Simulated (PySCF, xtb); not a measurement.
Si(H)3(vinyl) (C2H6Si), SMILES C=C[SiH3].

GFN2-xTB (xtb) at its own geometry gives an orbital gap of 4.55 eV and a dipole moment of 0.22 D.

Coordinates come from a B3LYP-D3(BJ)/def2-TZVP optimisation.

### Question
What does r2SCAN/def2-TZVPD run with PySCF give? (Estimate from the structure and the level; the computed values follow.)

### Answer
gap 5.79 eV (levels -7.11 and -1.31 eV), dipole 0.73 D.
